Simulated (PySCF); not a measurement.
C4H9FGe.
Z-matrix (Å and degrees, PBE0-D3(BJ)/def2-SVP geometry), rows numbered from 1:
```
C 
Ge  1  1.9448
C   2  1.9873  1  115.82
C   3  1.5345  2   87.64  1    92.15
F   4  1.3893  3  107.94  2   -88.90
C   4  1.5344  3  102.28  2    24.74
H   1  1.0999  2  110.75  3    77.72
H   1  1.0999  2  110.81  3  -161.85
H   1  1.0988  2  108.54  3   -42.03
H   2  1.5451  1  111.65  3  -138.13
H   3  1.0987  2  122.46  1   -24.76
H   3  1.1008  2  110.50  1  -155.85
H   4  1.1056  3  115.89  2   151.83
H   6  1.1008  2  110.53  1   155.77
H   6  1.0988  2  122.44  1    24.69
```

Linear response at B3LYP/def2-SVPD (PySCF, frozen core in the response, non-relativistic). Relativistic effects, spin–orbit coupling among them, are left out although an element past zinc is present.

Static isotropic polarisability: 78.86 au (11.69 Å³), principal values 71.8, 74.7, 90.1 au.

(1) What is the polarisability at 1064 nm and at the sodium D line?

(2) What is the isotropic C6 coefficient between two such molecules, C6 = (3/π)∫α(iω)² dω?

(3) Which effective excitation energy ω̄ makes London's formula C6 = (3/4)α²ω̄ exact here?

(4) The lowest 6 singlets have (eV, f): 6.88, 0.009; 7.09, 0.011; 7.14, 0.005; 7.24, 0.112; 7.38, 0.007; 7.42, 0.025. What share of the static polarisability do they carry in the sum over states α = Σ f/ω²?

(5) How many electrons N does the Slater–Kirkwood formula C6 = (3/4)·√N·α^(3/2) need to give this C6?

(6) What n − 1 at the D line would an ideal gas of it have at 273.15 K and 1 atm (2.6868 × 10¹⁹ cm⁻³), by n − 1 = 2π·N·α′?

(7) What does −C6/R⁶ come to at R = 12 Å between centres?

(8) What molar refraction at the D line follows from R = (4π/3)·N_A·α′, with α′ the polarisability volume?

(9) How anisotropic is the static polarisability, by Δα² = ½[(α1 − α2)² + (α2 − α3)² + (α3 − α1)²]?

## Answers

(1) 79.56 au at 1064 nm (+0.9 %), 81.23 au at 589.3 nm (+3.0 %). The rise at 589.3 nm is 3.36 times that at 1064 nm; a pure ω² law gives 3.26. The lowest singlet lies at 180 nm, shorter than both wavelengths.

(2) 2448 au (Eh·bohr⁶) by a ten-point quadrature over imaginary frequencies, which is 1460 eV·Å⁶ or 141 J·nm⁶/mol.

(3) ω̄ = 4·C6/(3α²) = 0.525 Eh = 14.3 eV. A one-pole form α(ω) = α/(1 − ω²/ω̄²) fitted to the 1064 nm value gives 12.4 eV.

(4) 2.40 au, 3.0 % of α; the largest term, 1.59 au, is that of the state at 7.24 eV. Their oscillator strengths add up to 0.17. Higher states carry the rest.

(5) N = (4·C6/3)²/α³ = 21.7; the species has 74 electrons in all.

(6) 20.32 × 10⁻⁴, a formal value whether or not that pressure can be reached.

(7) -47 J/mol. This is the leading, orientation-averaged term; C8 and higher terms are left out.

(8) α′ = 12.04 Å³ gives R = 30.37 cm³/mol, for isolated, non-vibrating species.

(9) Δα = 17.1 au, or 0.22 of the isotropic value.

Cost: about 60 s of CPU time on one thread; the machine was shared, so the figure is rough. This is the whole response run at B3LYP/def2-SVPD, SCF included.

One conformer stands for the species.
